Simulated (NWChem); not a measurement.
System: ZrF4; SMILES [Zr]([F])([F])([F])[F]

Excerpt of the output:

```
             Northwest Computational Chemistry Package (NWChem) 7.3.0
             --------------------------------------------------------

 C1  symmetry detected

                             Geometry "geometry" -> ""
                             -------------------------

 Output coordinates in angstroms (scale by  1.889725989 to convert to a.u.)

  No.       Tag          Charge          X              Y              Z
 ---- ---------------- ---------- -------------- -------------- --------------
    1 Zr                  40.0000     0.00003487     0.00001574    -0.00002859
    2 F                    9.0000     1.48457336     0.27891671     1.05516790
    3 F                    9.0000    -1.47135396    -0.28329113     1.07249483
    4 F                    9.0000     0.27437881    -1.47590817    -1.06853869
    5 F                    9.0000    -0.28775320     1.48021263    -1.05899695

 Effective nuclear repulsion energy (a.u.)     499.0170900627

                                Z-matrix (autoz)
                                --------

 Units are Angstrom for bonds and degrees for angles

      Type          Name      I     J     K     L     M      Value
      ----------- --------  ----- ----- ----- ----- ----- ----------
    1 Stretch                  1     2                       1.84257
    2 Stretch                  1     3                       1.84270
    3 Stretch                  1     4                       1.84264
    4 Stretch                  1     5                       1.84261
    5 Bend                     2     1     3               109.46858
    6 Bend                     2     1     4               109.47329
    7 Bend                     2     1     5               109.47314
    8 Bend                     3     1     4               109.46613
    9 Bend                     3     1     5               109.46898
   10 Bend                     4     1     5               109.47721

                           NWChem Geometry Optimization
                           ----------------------------

 maximum gradient threshold         (gmax) =   0.000450
 rms gradient threshold             (grms) =   0.000300
 maximum cartesian step threshold   (xmax) =   0.001800
 rms cartesian step threshold       (xrms) =   0.001200
 fixed trust radius                (trust) =   0.300000
 source of zmatrix                         =   autoz

          -------------------
          Energy Minimization
          -------------------

 Using diagonal initial Hessian
 Scaling for Hessian diagonals: bonds = 1.00  angles = 0.25  torsions = 0.10

          --------
          Step   0

                                 NWChem DFT Module
                                 -----------------

 Summary of "ao basis" -> "ao basis" (spherical)
 ------------------------------------------------------------------------------
       Tag                 Description            Shells   Functions and Types
 ---------------- ------------------------------  ------  ---------------------
 Zr                         def2-svp                11       31   5s3p2d1f
 F                          def2-svp                 6       14   3s2p1d

            General Information
            -------------------
          SCF calculation type: DFT
          Wavefunction type:  closed shell.
          No. of atoms     :     5
          No. of electrons :    48
           Alpha electrons :    24
            Beta electrons :    24
          Charge           :     0
          Spin multiplicity:     1
          Use of symmetry is: off; symmetry adaption is: off
          Maximum number of iterations: 150
          AO basis - number of functions:    87
                     number of shells:    35
          Convergence on energy requested:  1.00D-06
          Convergence on density requested:  1.00D-05
          Convergence on gradient requested:  5.00D-04

              XC Information
              --------------
                         PBE0 Method XC Functional
                     Hartree-Fock (Exact) Exchange  0.250
          PerdewBurkeErnzerhof Exchange Functional  0.750
            Perdew 1991 LDA Correlation Functional  1.000 local
           PerdewBurkeErnz. Correlation Functional  1.000 non-local

             Grid Information
             ----------------
          Grid used for XC integration:  medium
          Radial quadrature: Mura-Knowles
          Angular quadrature: Lebedev.
          Tag              B.-S. Rad. Rad. Pts. Rad. Cut. Ang. Pts.
          ---              ---------- --------- --------- ---------
          Zr                  1.55      123          10.0       590
          F                   0.50       49           7.0       434
          Grid pruning is: on
          Number of quadrature shells:   319
          Spatial weights used:  Erf1

      Superposition of Atomic Density Guess
      -------------------------------------

[...]

      ----------------------
      Optimization converged
      ----------------------

  Step       Energy      Delta E   Gmax     Grms     Xrms     Xmax
  ---- ---------------- -------- -------- -------- -------- --------
@    3    -446.06175129  1.0D-07  0.00001  0.00000  0.00001  0.00004
                                     ok       ok       ok       ok

                                Z-matrix (autoz)
                                --------

 Units are Angstrom for bonds and degrees for angles

      Type          Name      I     J     K     L     M      Value     Gradient
      ----------- --------  ----- ----- ----- ----- ----- ---------- ----------
    1 Stretch                  1     2                       1.89530    0.00001
    2 Stretch                  1     3                       1.89529    0.00000
    3 Stretch                  1     4                       1.89530    0.00001
    4 Stretch                  1     5                       1.89531    0.00001
    5 Bend                     2     1     3               109.47248   -0.00000
    6 Bend                     2     1     4               109.47083    0.00000
    7 Bend                     2     1     5               109.47097    0.00000
    8 Bend                     3     1     4               109.46844   -0.00000
    9 Bend                     3     1     5               109.46957   -0.00000
   10 Bend                     4     1     5               109.47505    0.00000

                         Geometry "geometry" -> "geometry"
                         ---------------------------------

 Output coordinates in angstroms (scale by  1.889725989 to convert to a.u.)

  No.       Tag          Charge          X              Y              Z
 ---- ---------------- ---------- -------------- -------------- --------------
    1 Zr                  40.0000    -0.00001232    -0.00000440     0.00000696
    2 F                    9.0000     1.52706330     0.28688911     1.08532197
    3 F                    9.0000    -1.51341704    -0.29138080     1.10311301
    4 F                    9.0000     0.28222968    -1.51807214    -1.09907356
    5 F                    9.0000    -0.29598375     1.52251401    -1.08926988

 Effective nuclear repulsion energy (a.u.)     485.1499330552

                Final and change from initial internal coordinates
                --------------------------------------------------

                                Z-matrix (autoz)
                                --------

 Units are Angstrom for bonds and degrees for angles

[...]

 Rotational Constants
 --------------------
 A=   0.092634 cm-1  (  0.133276 K)
 B=   0.092632 cm-1  (  0.133274 K)
 C=   0.092628 cm-1  (  0.133268 K)

 Temperature                      =   298.15K
 frequency scaling parameter      =   1.0000

 Zero-Point correction to Energy  =    5.204 kcal/mol  (  0.008293 au)
 Thermal correction to Energy     =    9.200 kcal/mol  (  0.014662 au)
 Thermal correction to Enthalpy   =    9.793 kcal/mol  (  0.015606 au)

 Total Entropy                    =   82.024 cal/mol-K
   - Translational                =   41.208 cal/mol-K (mol. weight = 165.8979)
   - Rotational                   =   27.097 cal/mol-K (symmetry #  =        1)
   - Vibrational                  =   13.718 cal/mol-K

 Cv (constant volume heat capacity) =   18.662 cal/mol-K
   - Translational                  =    2.979 cal/mol-K
   - Rotational                     =    2.979 cal/mol-K
   - Vibrational                    =   12.703 cal/mol-K

[normal modes left out]

 ----------------------------------------------------------------------------
 Normal Eigenvalue ||           Projected Infra Red Intensities
  Mode   [cm**-1]  || [atomic units] [(debye/angs)**2] [(KM/mol)] [arbitrary]
 ------ ---------- || -------------- ----------------- ---------- -----------
    1       -0.000 ||    0.000000           0.000         0.000       0.000
    2       -0.000 ||    0.000000           0.000         0.000       0.000
    3       -0.000 ||    0.000000           0.000         0.000       0.000
    4        0.000 ||    0.000000           0.000         0.000       0.000
    5        0.000 ||    0.000000           0.000         0.000       0.000
    6        0.000 ||    0.000000           0.000         0.000       0.000
    7      156.605 ||    0.000000           0.000         0.000       0.000
    8      156.628 ||    0.000000           0.000         0.000       0.000
    9      168.836 ||    0.031482           0.726        30.691       6.894
   10      168.870 ||    0.031479           0.726        30.688       6.893
   11      168.877 ||    0.031478           0.726        30.687       6.893
   12      687.227 ||    0.000000           0.000         0.000       0.000
   13      711.588 ||    0.196858           4.542       191.907      43.105
   14      711.595 ||    0.196871           4.542       191.920      43.108
   15      711.600 ||    0.196865           4.542       191.914      43.107
 ----------------------------------------------------------------------------
```

Level: PBE0/def2-SVP with def2 effective core potentials on Zr. def2 effective core potentials on Zr; no spin-orbit coupling. The printed entropy takes a lower symmetry number than the molecule has.

Write an input that gives this output.

This is not unique; one that fits is the input that was run:
```
start job
memory heap 200 mb stack 900 mb global 1100 mb
geometry units angstroms
  Zr    -0.000000     0.000068    -0.000045
  F      1.209128     0.866135    -1.087711
  F      0.897986    -1.160501     1.114520
  F     -1.193035    -0.945300    -1.038446
  F     -0.913881     1.239638     1.011640
end
basis spherical
  * library def2-svp
end
ecp
  Zr library def2-ecp
end
dft
  xc pbe0
  iterations 150
end
driver
  maxiter 120
end
task dft optimize
dft
  grid fine
  convergence energy 1d-8 density 1d-7
end
task dft freq numerical
```
